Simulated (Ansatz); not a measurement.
Species: PbI₂, charge 0, multiplicity 1. 
Structure (B3LYP-D3(BJ)/def2-TZVP (Ansatz, a program for electronic structure) minimum search):
```
Pb
I 1 2.8372
I 1 2.8372 2 101.23
```
Charge 0, spin multiplicity 1.

Quantity: atomisation energy (electronic, to ground-state atoms), in eV. Correlated levels leave the core frozen unless marked. UHF or UKS for open shells. No spin-orbit coupling. Frozen are the shells of the preceding noble gas and the d and f shells that filled before the atom's block. In def2 rows, elements after Kr have scalar-relativistic effective core potentials. The coupled-cluster limit lacks core correlation, which all-electron functionals hold. CBS marks a two-point X^-3 extrapolation of the correlation energy; Hartree-Fock from the larger set.

```
level                                      program  atomisation energy (eV)
----------------------------------  --------------  -----------------------
revPBE-D4/def2-TZVPD                Ansatz + dftd4                     6.15
B97M-V/def2-TZVPD                           Ansatz                     6.23
PBE0-D3(BJ)/def2-TZVPD              Ansatz + dftd3                     6.15
B2GP-PLYP/def2-TZVPD                        Ansatz                        ?
CCSD(T)/CBS(def2-TZVPP,def2-QZVPP)          Ansatz                        ?
```

Task: Some entries are withheld; supply them.

Result: 
- B2GP-PLYP/def2-TZVPD, atomisation energy (eV): 5.77
- CCSD(T)/CBS(def2-TZVPP,def2-QZVPP), atomisation energy (eV): 5.97
